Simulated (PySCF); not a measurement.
## Working out the ionisation energy of Ru+

Ru+ [Kr] 4d7 (4F) → Ru(2+) [Kr] 4d6 (5D). Computed with PySCF 2.14 in aug-cc-pVDZ-PP with ECP28MDF (5s5p4d2f, 54 functions), with scalar relativity through the core potential. Frozen: 4s2 4p6. Energies in hartree (1 hartree = 27.21139 eV):

```tsv
part	Ru+ (lower)	Ru(2+) (upper)
UHF	-93.581036	-93.033111
CCSD correlation	-0.129105	-0.084532
(T)	-0.002829	-0.000936
```

What does Hartree-Fock give?

(-93.033111) − (-93.581036) = 0.547925 hartree = 14.910 eV.

What do CCSD and CCSD(T) give?

The CCSD correlation energies differ by 0.044573 hartree = 1.213 eV and the triples by 0.001893 hartree = 0.052 eV, so CCSD gives 16.123 eV and CCSD(T) 16.175 eV.

Reference: 16.76 ± 0.06 eV (semi-empirical (NIST evaluation); NIST Atomic Spectra Database, ionization energies), between the lowest levels; spin-orbit coupling is absent from the calculation.

A double-zeta basis recovers only part of the correlation energy.

What remains against the reference includes basis incompleteness, the frozen core and higher excitations.
